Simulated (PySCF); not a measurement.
C2HCl2, SMILES C(Cl)(Cl)=[CH], multiplicity 2.

Geometry: PBE0-D3(BJ)/def2-SVP. The isomer is the one that the SMILES or the coordinates give; other isomers of the formula were not compared.

Calculation: SMD-PBE0/def2-SVP in PySCF.

Solvation free energies are E(SMD) − E(gas) at the gas-phase geometry, for 1 M in both phases. In vacuum the dipole moment is 1.17 D.

```json
[
 {"solvent": "water", "ΔG(solv) (kcal/mol)": "?", "its non-electrostatic (CDS) part": "?", "dipole (D)": "?"},
 {"solvent": "dimethylsulfoxide", "ΔG(solv) (kcal/mol)": "-1.0", "its non-electrostatic (CDS) part": "1.0", "dipole (D)": "1.65"},
 {"solvent": "acetonitrile", "ΔG(solv) (kcal/mol)": "-2.1", "its non-electrostatic (CDS) part": "-0.2", "dipole (D)": "1.65"}
]
```

Task: Complete the blanks. (An estimate is asked for; the answer gives what the named calculation found.)

Result: 
- water, ΔG(solv) (kcal/mol): 1.4
- water, its non-electrostatic (CDS) part: 3.3
- water, dipole (D): 1.66
